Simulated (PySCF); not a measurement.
Two species compared at the same levels of theory.

First species: C₆H₁₃PSi.
Structure used (GFN2-xTB), in Å, numbered top down from 1:
```
atom  x, y, z in Å
C1    -2.412    1.476   -0.649
C2    -2.132    0.004   -0.329
C3    -2.636   -0.364    1.069
C4    -0.706   -0.253   -0.429
C5     0.480   -0.464   -0.500
Si6    2.315   -0.659   -0.632
C7     2.979   -1.606    0.879
P8     3.357    1.343   -0.714
H9    -3.481    1.672   -0.610
H10   -1.913    2.121    0.072
H11   -2.047    1.725   -1.643
H12   -2.643   -0.625   -1.069
H13   -3.710   -0.202    1.135
H14   -2.145    0.249    1.822
H15   -2.427   -1.410    1.286
H16    2.620   -1.362   -1.889
H17    2.536   -2.595    0.940
H18    2.758   -1.084    1.806
H19    4.057   -1.724    0.815
H20    2.513    1.868   -1.675
H21    2.626    1.908    0.315
```

Second species: C6H13PSi.
Atom-mapped SMILES: `[CH:1]#[C:2][P:3]([CH3:4])[Si:5]([CH3:6])([CH3:7])[CH3:8]` (hydrogens: H9 on C1; H10, H11, H12 on C4; H13, H14, H15 on C6; H16, H17, H18 on C7; H19, H20, H21 on C8)

Levels: PBE0/pcSseg-1 for dipole moment, HOMO energy, LUMO energy and HOMO–LUMO gap; GFN2-xTB for rotational constant A and rotational constant C. Geometries: GFN2-xTB. All species are isolated and taken at one optimised geometry, non-relativistic unless stated; the electronic structure was computed with PySCF and density fitting.

Dipoles, sizes and rotational constants follow the conformer. The torsions of the flexible species, by atom-mapped SMILES:
- `[CH3:1][CH:2]([CH3:3])[C:4]#[C:5][Si@H:6]([CH3:7])[PH2:8]`: H–P8–Si6–C5 -48°, H–P8–Si6–C5 45°
- `[CH:1]#[C:2][P:3]([CH3:4])[Si:5]([CH3:6])([CH3:7])[CH3:8]`: C2–P3–Si5–C6 -72°

(1) Which has the higher HOMO energy?

(2) Which of the two has the higher HOMO–LUMO gap, and by how much?

(3) Which has the higher rotational constant A?

(4) Which has the higher rotational constant C?

(5) Which has the higher dipole moment?

Answers

(1) The second: -6.45 eV against -7.05 eV, a difference of 0.60 eV.

(2) The first: 7.14 eV against 6.52 eV, a difference of 0.62 eV.

(3) The first: 2.191 GHz against 1.713 GHz, a difference of 0.478 GHz.

(4) The second: 0.907 GHz against 0.492 GHz, a difference of 0.415 GHz.

(5) The first: 2.26 D against 1.65 D, a difference of 0.61 D.

On the first: The dipole equals about 7.5 × 10⁻³⁰ C·m (1 D = 3.33564 × 10⁻³⁰ C·m).

On the second: In atomic units the dipole is 0.65 e·bohr (1 au = 2.5417 D).
